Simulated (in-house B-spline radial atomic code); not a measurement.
# B3LYP (VWN-RPA) excitations of Zn²⁺

Method: B3LYP (VWN-RPA). Computed with an all-electron radial atomic-structure program (B-spline basis): linear response of the closed shell [Ar] 3d10 with the functional's adiabatic kernel; scalar-relativistic (spin-free one-electron X2C), finite nucleus, no spin-orbit coupling, no double excitations, S, P, D and F terms only. Only terms of natural parity with L up to 3 were computed.

Command:
```bash
python run_td.py task.json out
```
Settings (radii: box in bohr, nucleus in fm):
```
Z                        30
electrons                28
configuration            [Ar] 3d10
hamiltonian              x2c
method                   b3lyp
box_radius               29.48
rms_radius               3.9283
intervals                73
```

Time taken, with all properties: 1.6 s on 1 thread of Intel(R) Xeon(R) Platinum 8259CL CPU @ 2.50GHz (Skylake/Cascade Lake), on a shared host.

The lowest states, in the order of their Tamm-Dancoff energies; the method's threshold (minus the highest occupied level) is 33.33 eV. Labels give the largest channel, * marks a mixed state, and oscillator strengths are full-response dipole values. Semilocal kernels can invert the small singlet-triplet splittings of Rydberg terms. Energies in eV:

```
     state  full response  Tamm-Dancoff  oscillator strength
3d → 4s 3D              ?             ?                    -
3d → 4s 1D          8.670         8.683                    -
3d → 4p 3P         15.421        15.445                    -
3d → 4p 3F         15.534        15.552                    -
3d → 4p 1F         15.863        15.865                    -
3d → 4p 1P              ?             ?                    ?
3d → 5s 3D         23.925        23.929                    -
3d → 5s 1D         24.020        24.021                    -
3d → 4d 3S         24.238        24.263                    -
3d → 4d 3D         24.497        24.503                    -
3d → 4d 1D         24.716        24.724                    -
3d → 5p 3P         26.016        26.021                    -
3d → 5p 3F         26.037        26.041                    -
3d → 5p 1F         26.102        26.102                    -
3d → 4d 1S         25.987        26.172                    -
3d → 5p 1P         26.256        26.273               0.0417
3d → 6s 3D         28.490        28.491                    -
3d → 6s 1D         28.527        28.528                    -
3d → 5d 3S         28.714        28.722                    -
3d → 4f 1F         28.740        28.740                    -
3d → 4f 3P         28.748        28.748                    -
3d → 4f 3F         28.749        28.749                    -
```

Task: Where does 3d → 4s 3D lie?

Result: At 8.041 eV in full response, 8.067 eV in Tamm-Dancoff.

Task: Where does 3d → 4p 1P lie?

Result: At 16.630 eV in full response, 16.712 eV in Tamm-Dancoff, oscillator strength 0.456.

Task: How large is the singlet-triplet splitting of 3d → 4s (D terms) in Tamm-Dancoff?

Result: 0.616 eV, from the unrounded values.

Task: What polarisabilities and dispersion coefficient does the method give?

Result: Dipole 2.843 bohr³, quadrupole 9.525 bohr⁵, C6 7.626 hartree·bohr⁶ for two such species.
